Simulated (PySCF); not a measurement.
SMILES [SiH3]O[SiH2][CH2][GeH3] (CH₁₀GeOSi₂), singlet, GFN2-xTB optimised geometry. Atoms within 1.6 Å of the plane z = 0.6 Å (x, y, z in Å): Si3 (1.84, -0.63, 0.00), C4 (-0.06, -0.63, 0.00), Ge5 (-0.86, 1.16, 0.00), H9 (2.35, -2.00, -0.05), H10 (2.36, 0.14, 1.13), H11 (-0.43, -1.18, -0.87), H12 (-0.41, -1.17, 0.88), H13 (-0.36, 2.00, 1.13), H15 (-2.36, 1.07, 0.17).

Level of theory: CAM-B3LYP/def2-TZVP (PySCF).

Map of the electrostatic potential (hartree/e), clipped to [-0.08, 0.12] on the plane z = 0.6 Å:

```
|0000000000000000000000000|
|0000000000000000000000000|
|0000000000000000000000000|
|0000000011000000000000000|
|0000001122211000000000000|
|0000001245664100000000000|
|0000012599999411000000000|
|0000124999999631110000000|
|0000399999999942211000000|
|0001599999999954332100000|
|0001499999999966777420000|
|0000135999999879999951000|
|0000012489999999999983100|
|0000001246999999999994100|
|0000001126999999999994200|
|0000001127999999999993100|
|0000001125999889999952000|
|0000001113575346999720000|
|0000000111222122347510000|
|0000000111111111112200000|
|0000000011111000000000000|
|0000000000000000000000000|
|0000000000000000000000000|
|0000000000000000000000000|
|0000000000000000000000000|
```
Scale: ten equal steps from -0.006 (start of '0') to 0.120 (end of '9'), in the order '0123456789'; x runs from -4.50 to 4.50, y from -4.50 (bottom) to 4.50 (top).
